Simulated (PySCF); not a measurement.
Run record: geometry optimisation, `Cl/C=C/Br`.

Method: PBE0-D3(BJ)/def2-SVP geometry optimisation, gas phase (PySCF 2.14.0). Start geometry: GFN2-xTB. A driver script takes a list of jobs; this job's settings line and coordinates (Å) are shown.

Input:
```
{"job": {"xc": "PBE0", "basis": "def2-SVP", "d3": "d3bj", "grid": 1, "kind": "geom"}, "charge": 0, "multiplicity": 1}
Cl    -2.145116     0.297889    -0.001211
C     -0.566289    -0.368169     0.002859
C      0.511875     0.397370    -0.010387
Br     2.236088    -0.352759    -0.005470
H     -0.530100    -1.446829     0.016251
H      0.496664     1.474489    -0.023617
```

Output:
```
step   0  E = -3110.68766418  max force = 0.013561
step   1  E = -3110.68807948  max force = 0.002565
step   2  E = -3110.68808242  max force = 0.001090
step   3  E = -3110.68808998  max force = 0.000525
step   4  E = -3110.68809069  max force = 0.000102
optimisation converged
```

Energies in Eh; «max force» is the largest Cartesian gradient component in Eh/bohr.

Question: Give the first gradient maximum in eV/Å.

Answer: With 1 Eh/bohr = 51.422 eV/Å, 0.697 eV/Å.

In short: final energy -3110.68809 Eh after 4 steps; dipole 0.07 D.

On one thread of an Arm Neoverse V1, shared host, this took 14 s of wall time.
Labels such as C1 count atoms from 1, the log's own numbers from 0.
